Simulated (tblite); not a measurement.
Compound: C₆H₁₅BFN.
Geometry (GFN2-xTB, Å), atoms numbered from 1 in this order:
```xyz
24
C6H15BFN angstrom
C     -1.1628    1.6217    1.4283
C     -0.6359    1.0622    0.3478
F     -0.6314    1.8127   -0.7890
C     -0.1593   -0.3373    0.1943
B     -1.0320   -1.1330   -0.9608
N     -2.5999   -0.9021   -0.5081
C      1.3675   -0.4335   -0.0277
C      1.8531    0.3130   -1.2659
C      2.1236    0.0626    1.2059
H     -1.1983    1.0941    2.3628
H     -1.5318    2.6331    1.4183
H     -0.3477   -0.8183    1.1627
H     -0.8422   -2.3068   -0.9233
H     -0.9507   -0.6703   -2.0500
H     -2.7641    0.1002   -0.4773
H     -3.2212   -1.3379   -1.1804
H     -2.7472   -1.2980    0.4145
H      1.5891   -1.4976   -0.1652
H      1.2831    0.0103   -2.1381
H      2.9041    0.0928   -1.4450
H      1.7499    1.3876   -1.1390
H      1.9098    1.1147    1.3863
H      3.1971   -0.0487    1.0655
H      1.8355   -0.5017    2.0911
```

Level: GFN2-xTB in tblite, geometry and Hessian alike; calculated harmonic values, unscaled, isolated species. Against measured fundamentals such values can be off by several per cent, at times by over 20. Modes of hydrogen on boron can be 10 to 20 % off. One conformer, not necessarily the lowest. The optimisation stopped once no atom felt more than 0.01 eV/Å.

Lowest wavenumbers of the output (negative numbers stand for imaginary wavenumbers):
```
mode    cm-1
  1     -46.4
  2      53.6
  3      71.9
  4     139.3
  5     154.9
  6     163.3
  7     219.5
  8     227.9
  9     244.3
 10     281.1
```

Problem. Is this structure a minimum?

Solution. Not by this Hessian. 1 mode is imaginary beyond 20i (46i cm⁻¹), so at this level the point lies at or near a first-order saddle. The curvature is small, so loose convergence or finite differences may be the whole cause.

Problem. Which atoms move in the imaginary mode?

Solution. 46i: F3 (vinyl fluorine) 31 %, C1 (terminal =CH2 carbon) 15 %, N6 (nitrogen bonded to B and 3 H) 13 %. These are shares of the mass-weighted motion.

Problem. What is the remedy?

Solution. Step along that mode in both directions, optimise again with tighter thresholds and repeat the frequencies. The zero-point energy of this point (129.0 kcal/mol) counts the 65 real modes alone, and thermal corrections from it aren't those of a minimum.

The run took 1.8 s of wall time on one thread of an Arm Neoverse N1, no GPU, on a shared host. This covers the Hessian and the dipole derivatives.
